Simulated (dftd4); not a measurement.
C4H9, charge +1, singlet, geometry from GFN2-xTB; D4 for pbe0 in dftd4.

The dftd4 input:
```
$ dftd4 mol.xyz --func pbe0 --charge 1 --json dftd4.json --noedisp

# file mol.xyz
13

C     -0.39303445     1.37528354     0.22505520
C     -0.00000000     0.00000000     0.00000000
C      1.35975962    -0.41783344     0.27018461
C     -0.96672517    -0.95745010    -0.49523981
H      0.25720952     2.04590390    -0.34783633
H     -0.18246562     1.65665671     1.26295861
H     -1.43391399     1.58209568    -0.00908249
H      1.79740100    -0.86304328    -0.63037733
H      1.35772586    -1.25229047     0.98041762
H      2.00243572     0.37766646     0.63783836
H     -1.39509781    -0.59898984    -1.43797876
H     -0.56852173    -1.95976214    -0.62875587
H     -1.83477295    -0.98823703     0.17281619
```

The log (banner, timings and long lists left out):

```
                    ____  _____ _____     ____  _  _
      -------------|  _ \|  ___|_   _|---|  _ \| || |------------
     |             | | | | |_    | | ___ | | | | || |_           |
     |             | |_| |  _|   | ||___|| |_| |__   _|          |
     |             |____/|_|     |_|     |____/   |_|            |
     |             ===================================           |
     |            E. Caldeweyher, S. Ehlert & S. Grimme          |
     |          Mulliken Center for Theoretical Chemistry        |
     |                    University of Bonn                     |
      -----------------------------------------------------------

Rational (Becke-Johnson) damping: pbe0-D4-ATM
---------------------
  s6         1.0000
  s8         1.2007
  s9         1.0000
  a1         0.4009
  a2         5.0293
 alp        16.0000
--------------------

Dispersion energy:      -5.3406169828008E-03 Eh

[Info] JSON dump of results written to 'dftd4.json'
```
